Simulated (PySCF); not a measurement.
Atoms are numbered as in `[N:1]#[C:2][c:3]1[cH:4][cH:5][cH:6][cH:7][c:8]1[F:9]` (H(Xn): hydrogen on atom n).

GIAO PBE0/pcSseg-1 shifts (PySCF, gas phase, non-relativistic, equivalent atoms averaged), each against references optimised in the same way as the molecule (NH3, TMS, CFCl3).

On the GFN2-xTB geometry: N1 327.7, C8 175.0, C4 142.0, C6 139.8, C5 129.6, C7 122.8, C2 119.5, C3 106.7, F9 -105.4, H(C4) 7.95, H(C6) 7.84, H(C7) 7.50, H(C5) 7.49 ppm.

What changes on the PBE0-D3(BJ)/def2-SVP geometry?

Answers


```csv
atoms,δ (ppm),change
N1,332.6,+4.9
C8,172.3,-2.7
C4,141.2,-0.8
C6,139.6,-0.2
C5,128.9,-0.7
C7,121.4,-1.4
C2,119.4,-0.1
C3,106.6,-0.1
F9,-100.9,+4.5
H(C4),7.70,-0.25
H(C6),7.62,-0.22
H(C7),7.27,-0.23
H(C5),7.31,-0.18
```

Unscaled 19F shifts against computed CFCl3 carry errors that often reach 10 to 50 ppm.

Bonds between heavy atoms that differ most (equivalent bonds averaged): C8–F9 1.343 → 1.324 Å, C2–C3 1.415 → 1.429 Å, N1–C2 1.145 → 1.159 Å, C5–C6 1.387 → 1.396 Å, C6–C7 1.385 → 1.393 Å. Mean change of bonds to hydrogen: C–H +0.012 Å.
